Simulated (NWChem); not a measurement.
A series in which one site is exchanged, each optimised at PBE0/def2-SVP with NWChem, gas phase unless a solvent is named. All stand in one matching conformer (torsions within 35°), which need not be the lowest. For some, no frequency run checked for a minimum. def2 effective core potentials on Cd, I; no spin-orbit coupling.

A: [F][Cd][SH] (CdHSF; site = F)
B: [SH][CdH] (CdH₂S; site = H)
C: [SH][Cd][I] (CdHSI; site = I)
D: [Cl][Cd][SH] (CdHSCl; site = Cl)

Values for A:

* **dipole (D), PBE0/def2-SVP**: 1.60
* **orbital gap (eV), PBE0/def2-SVP**: 5.79
* **static polarisability, B3LYP/def2-SVPD (bohr³)**: 51.8
* **lowest singlet excitation, B3LYP/def2-SVPD, TDA (eV)**: 4.13

Question: How do these values change for the other members?

Answer: 
```tsv
change from A	B	C	D
dipole (D), PBE0/def2-SVP	-0.10	-0.51	-0.17
orbital gap (eV), PBE0/def2-SVP	+0.35	-0.35	-0.06
static polarisability, B3LYP/def2-SVPD (bohr³)	+5.1	+43.7	+17.4
lowest singlet excitation, B3LYP/def2-SVPD, TDA (eV)	+0.61	-0.22	-0.02
```
